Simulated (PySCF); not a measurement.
Gas-phase reaction: Ga(CH3)3 + C → GaH3 + C4H6 (butadiene)

Method: PySCF energies plus ideal-gas RRHO corrections (1 bar). † marks an energy on the PBE0/def2-TZVP geometry and frequencies; other levels use their own. MP2 and CCSD(T) freeze the core. Open shells (unrestricted): C (multiplicity 3, electronic degeneracy 9); the rest are closed-shell singlets. Spin-orbit splitting is ignored; it lowers the true energy and changes the entropy of C. Ga: all electrons, no relativistic terms. Methyl groups turn as free rotors in Ga(CH3)3. GaH3: computed as isolated molecules; such fragments, hydroxides, amides, oligomers or adducts are transient or little studied in the gas. MP2 isn't extrapolated to the basis-set limit; its ΔH°(298 K) is -450.1 kJ in def2-SVP and -429.7 kJ in def2-TZVPP. CCSD(T) isn't extrapolated to the basis-set limit. The harmonic model lacks anharmonicity and excited electronic states, which grow with temperature; levels with a mode under 35 cm⁻¹ are left out. Internal rotation in C4H6 (butadiene) is treated as a harmonic vibration of one conformer, which makes the entropy rough.

```
level               ΔE electronic, kJ  ΔH°(298 K), kJ  ΔS°(298 K), J/K  ΔG°(1600 K), kJ
------------------  -----------------  --------------  ---------------  ---------------
CCSD(T)/def2-SVP†                -440            -448              -19             -411
M06-2X/def2-TZVP†                -423            -431              -19             -394
MP2/def2-SVP†                    -442            -450              -19             -412
MP2/def2-TZVPP†                  -421            -430              -19             -392
PBE/def2-SVP                     -500            -509              -20             -471
PBE0/def2-QZVP†                  -448            -456              -19             -418
PBE0/def2-TZVP                   -448            -456              -19             -419
r2SCAN/def2-TZVP†                -441            -450              -19             -412
LDA/def2-TZVP†                   -533            -542              -19             -504
ωB97X-V/def2-TZVP†               -429            -438              -19             -400
```
ΔH° is lowest at LDA/def2-TZVP† and highest at MP2/def2-TZVPP†. No reference value is set beside these.
